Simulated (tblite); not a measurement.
C3H10O2SSi.
Cartesian coordinates in Å at the GFN2-xTB level; atoms count from 1:
```xyz
17
C3H10O2SSi angstrom
C     -2.2247   -1.1998   -1.1383
C     -0.8216   -1.1223   -0.5612
O     -0.6126    0.1584   -0.0132
Si     0.6551    0.6616    0.8486
C      2.2514    0.8148   -0.1736
O      0.8750   -0.3511    2.1049
S      0.0237    2.5863    1.5756
H     -2.9578   -1.0063   -0.3596
H     -2.3975   -2.1882   -1.5551
H     -2.3459   -0.4564   -1.9220
H     -0.0744   -1.2990   -1.3434
H     -0.6822   -1.8725    0.2230
H      3.0296    1.3393    0.3724
H      2.0820    1.3598   -1.0973
H      2.6389   -0.1658   -0.4362
H      1.3663   -0.0890    2.8782
H     -0.8123    2.8422    0.5874
```

Calculated harmonic vibrations of the isolated species, GFN2-xTB (tblite), most abundant isotopes, no scaling. Against measured fundamentals such values can be off by several per cent, at times by over 20. Modes of hydrogen on sulfur can be 10 to 20 % off. One conformer, not necessarily the lowest.

Harmonic wavenumbers (cm⁻¹): 30.8, 56.8, 63.9, 84.4, 89.2, 146.3, 175.3, 201.9, 214.2, 229.9, 274.0, 294.5, 359.0, 510.9, 687.8, 715.5, 779.8, 795.3, 817.7, 828.9, 843.1, 906.3, 1012.0, 1098.9, 1141.0, 1143.7, 1261.7, 1343.1, 1382.8, 1399.2, 1475.2, 1480.0, 1482.8, 1486.1, 1493.1, 2510.0, 2905.9, 2939.4, 3035.3, 3044.9, 3045.7, 3046.6, 3050.0, 3051.0, 3681.3.

A = 2347, B = 1084, C = 946.7 MHz; mass 138.017 u (most abundant isotopes); point group C1, symmetry number 1.

Question: What is the zero-point energy?

Answer: Half the sum of the wavenumbers: 28308 cm⁻¹ = 338.63 kJ/mol.

Question: Give the ideal-gas entropy at 298.15 K and 1 bar in the rigid-rotor, harmonic-oscillator model (classical rotation).

Answer: Translation 170.31, rotation 122.51, vibration 168.04: S = 460.9 J/(mol K).

Question: And Cp and H(298.15 K) − H(0)?

Answer: Cp = 169.71 J/(mol K), of which vibrations give 136.45 (their classical limit is 45 R = 374.2); H(298.15 K) − H(0) = 33.94 kJ/mol without the zero-point energy, 24.03 from vibrations.

Question: How do the functions run with temperature in this model?

Answer: 
```json
{"T (K)": "100", "S (J/(mol K))": "317.8", "Cp (J/(mol K))": "100.9", "H − H(0) (kJ/mol)": "6.81", "G − H(0) (kJ/mol)": "-24.98", "ln q(vib)": "3.19"}
{"T (K)": "200", "S (J/(mol K))": "399.9", "Cp (J/(mol K))": "137.7", "H − H(0) (kJ/mol)": "18.86", "G − H(0) (kJ/mol)": "-61.12", "ln q(vib)": "7.14"}
{"T (K)": "300", "S (J/(mol K))": "461.9", "Cp (J/(mol K))": "170.3", "H − H(0) (kJ/mol)": "34.26", "G − H(0) (kJ/mol)": "-104.31", "ln q(vib)": "10.58"}
{"T (K)": "500", "S (J/(mol K))": "563.0", "Cp (J/(mol K))": "227.5", "H − H(0) (kJ/mol)": "74.32", "G − H(0) (kJ/mol)": "-207.17", "ln q(vib)": "16.55"}
{"T (K)": "800", "S (J/(mol K))": "683.3", "Cp (J/(mol K))": "284.1", "H − H(0) (kJ/mol)": "151.75", "G − H(0) (kJ/mol)": "-394.85", "ln q(vib)": "24.20"}
{"T (K)": "1000", "S (J/(mol K))": "749.5", "Cp (J/(mol K))": "309.8", "H − H(0) (kJ/mol)": "211.26", "G − H(0) (kJ/mol)": "-538.28", "ln q(vib)": "28.68"}
```

q(vib) and H(0) count from the zero-point level.

Question: Which modes carry the vibrational entropy at 298.15 K?

Answer: 30.8 cm⁻¹: 24.17; 56.8 cm⁻¹: 19.10; 63.9 cm⁻¹: 18.13; 84.4 cm⁻¹: 15.84; 89.2 cm⁻¹: 15.39; 146.3 cm⁻¹: 11.38 J/(mol K); the other 39 give 64.03 together.

Question: What must be added to the electronic energy to get the Gibbs energy at 298.15 K and 1 bar?

Answer: ZPE + [H(298.15 K) − H(0)] − T·S = 338.63 + 33.94 − 137.40 = 235.17 kJ/mol.

Hindered rotation and anharmonicity are outside this model. Other conformers, if any are populated, would add a mixing term that is left out. The structure is chiral; the term R ln 2 for an equal mix with its mirror image is left out.

On one thread of an Arm Neoverse N1, shared host with 64 logical CPUs at a one-minute load of 58, this took 1.0 s. The figure is for the frequency step alone.
